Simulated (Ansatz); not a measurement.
System: C$_{3}$H$_{4}$F$_{2}$O (charge 0, singlet). 
Structure (B3LYP-D3(BJ)/def2-TZVP (Ansatz, a program for electronic structure) minimum search):
SMILES: COC=C(F)F
```xyz
10

C     -2.4944    -0.2439     0.1790
O     -1.1691    -0.7638     0.1550
C     -0.2214     0.1246     0.5586
C      0.9386     0.2293    -0.0701
F      1.2879    -0.4428    -1.1516
F      1.9273     1.0095     0.3475
H     -3.1549    -1.0650    -0.0892
H     -2.6082     0.5716    -0.5409
H     -2.7530     0.1190     1.1795
H     -0.4053     0.7244     1.4430
```
Charge 0, spin multiplicity 1.

Give the harmonic wavenumbers at B3LYP-D3(BJ)/def2-TZVP (Ansatz, finite differences of forces, unscaled).

62, 169, 178, 287, 410, 498, 570, 612, 822, 945, 1014, 1164, 1175, 1251, 1258, 1369, 1480, 1489, 1503, 1817, 3003, 3059, 3137, 3166 cm⁻¹. Zero-point energy 43.5 kcal/mol.

From these and the geometry, give the ideal-gas thermochemistry at 298.15 K and 1 atm (rigid rotor, harmonic oscillator).

Point group C1, rotational symmetry number 1. Rotational constants 8.92, 1.987, 1.693 GHz. S(trans) 39.54, S(rot) 26.77, S(vib) 13.82, S(elec, spin only) 0.00, S 80.1 cal/(mol K). H(298) - H(0) 4.60 kcal/mol; G - E(el) 24.2 kcal/mol.
